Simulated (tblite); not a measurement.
Species: C4H9BBrF.
Atom-mapped SMILES: `[CH3:1][CH:2]([CH3:3])[CH2:4][B:5]([F:6])[Br:7]` (hydrogens: H8, H9, H10 on C1; H11 on C2; H12, H13, H14 on C3; H15, H16 on C4)

Computed with GFN2-xTB (tblite), gas phase: L-BFGS steps from a force-field or distance-geometry start until the largest atomic force falls under 0.01 eV/Å.

Step 46: E = -633.7372 eV
```
atom  x, y, z in Å  |  force x, y, z in eV/Å
C1     -1.2346   -1.0895    0.8463    0.090   0.183  -0.076
C2     -0.3452    0.0681    0.3861    0.022   0.116   0.000
C3     -1.0965    0.9669   -0.6077    0.040  -0.199  -0.023
C4      0.9868   -0.4712   -0.1698   -0.035  -0.047  -0.019
B5      2.1173    0.6075   -0.3709   -0.066  -0.036  -0.033
F6      1.9202    1.8734   -0.0858    0.056   0.145   0.029
Br7     3.8359    0.1687   -0.9974    0.021  -0.015  -0.019
H8     -2.2239   -0.7202    1.0882   -0.112   0.030   0.093
H9     -0.8166   -1.5664    1.7266    0.025  -0.065   0.052
H10    -1.3331   -1.8331    0.0613    0.004  -0.038  -0.077
H11    -0.0997    0.6870    1.2519    0.016   0.004   0.167
H12    -1.7804    0.3718   -1.2013   -0.066  -0.086  -0.149
H13    -1.6769    1.7128   -0.0729   -0.033  -0.004   0.009
H14    -0.4290    1.4852   -1.2901    0.107   0.023   0.082
H15     0.8091   -1.0181   -1.1018   -0.073   0.006  -0.039
H16     1.3589   -1.2338    0.5260    0.004  -0.017   0.002
```

Step 47: E = -633.7399 eV
```
atom  x, y, z in Å  |  force x, y, z in eV/Å
C1     -1.2360   -1.0826    0.8526    0.096   0.101  -0.045
C2     -0.3441    0.0697    0.3799    0.000   0.126   0.000
C3     -1.1053    0.9647   -0.6105    0.065  -0.072  -0.043
C4      0.9860   -0.4747   -0.1804   -0.081  -0.020  -0.001
B5      2.1220    0.5989   -0.3722   -0.064   0.048   0.019
F6      1.9388    1.8607   -0.0518    0.053   0.079   0.005
Br7     3.8337    0.1642   -1.0161    0.030  -0.025  -0.033
H8     -2.2362   -0.7103    1.0666    0.059  -0.067   0.066
H9     -0.8225   -1.5340    1.7539   -0.079  -0.010  -0.053
H10    -1.3086   -1.8519    0.0832   -0.026   0.084   0.035
H11    -0.0901    0.6946    1.2401   -0.002  -0.016   0.145
H12    -1.7608    0.3550   -1.2304    0.052   0.068  -0.067
H13    -1.7157    1.6859   -0.0621    0.047  -0.165  -0.130
H14    -0.4316    1.5255   -1.2630   -0.061  -0.105   0.157
H15     0.8103   -1.0155   -1.1152   -0.098  -0.010  -0.053
H16     1.3523   -1.2415    0.5139    0.009  -0.016  -0.001
```

Step 48: E = -633.7435 eV
```
atom  x, y, z in Å  |  force x, y, z in eV/Å
C1     -1.2367   -1.0836    0.8491    0.057   0.059  -0.007
C2     -0.3447    0.0702    0.3852   -0.006   0.068   0.006
C3     -1.1009    0.9613   -0.6109    0.061  -0.065   0.013
C4      0.9857   -0.4727   -0.1748   -0.066  -0.005   0.000
B5      2.1170    0.6055   -0.3739   -0.027   0.007   0.010
F6      1.9325    1.8704   -0.0709    0.031   0.093   0.013
Br7     3.8333    0.1665   -1.0065    0.022  -0.024  -0.031
H8     -2.2343   -0.7147    1.0803    0.058  -0.042   0.047
H9     -0.8195   -1.5513    1.7394   -0.050  -0.011  -0.022
H10    -1.3198   -1.8427    0.0721   -0.024   0.068   0.001
H11    -0.0957    0.6894    1.2522   -0.004  -0.009   0.089
H12    -1.7723    0.3605   -1.2199    0.043   0.014  -0.072
H13    -1.6919    1.6993   -0.0698   -0.028  -0.100  -0.068
H14    -0.4248    1.5021   -1.2710    0.019  -0.040   0.063
H15     0.8078   -1.0128   -1.1104   -0.089  -0.007  -0.030
H16     1.3565   -1.2386    0.5185    0.002  -0.006  -0.013
```

Problem. Estimate the geometry and energy of step 49. (The exact step hangs on the optimiser's Hessian estimate; all steps are aligned on step 48, rigid shifts and turns removed.)

Solution. E = -633.7468 eV, largest force 0.133 eV/Å
```
atom  x, y, z in Å  |  force x, y, z in eV/Å
C1     -1.2366   -1.0803    0.8483    0.035   0.014   0.018
C2     -0.3450    0.0721    0.3841   -0.014   0.010   0.035
C3     -1.1011    0.9574   -0.6141    0.020   0.011   0.017
C4      0.9855   -0.4726   -0.1739   -0.040   0.020  -0.009
B5      2.1150    0.6080   -0.3742    0.015   0.011   0.012
F6      1.9362    1.8746   -0.0712    0.023   0.043   0.002
Br7     3.8317    0.1612   -1.0061   -0.001  -0.008  -0.024
H8     -2.2303   -0.7163    1.0963    0.015   0.015   0.034
H9     -0.8146   -1.5568    1.7286    0.004  -0.035   0.055
H10    -1.3326   -1.8363    0.0722   -0.015   0.046  -0.070
H11    -0.0968    0.6891    1.2552   -0.015  -0.011   0.023
H12    -1.7710    0.3597   -1.2306    0.100   0.021  -0.028
H13    -1.6957    1.6928   -0.0729   -0.044  -0.105  -0.069
H14    -0.4236    1.5064   -1.2650    0.028  -0.044   0.025
H15     0.8125   -1.0149   -1.1107   -0.100   0.007   0.014
H16     1.3588   -1.2353    0.5227   -0.012   0.007  -0.034
```

The energy changes by -0.0033 eV. The first-order estimate −F·Δx gives -0.0049 eV and the mean of the old and new forces, exact on a quadratic surface, -0.0033 eV. The step makes an angle of 62° with the force vector and moves no atom by more than 0.017 Å.

What follows is the cost of the whole relaxation. On an Arm Neoverse N1 with one thread (shared host), this took 1.2 s of wall time.
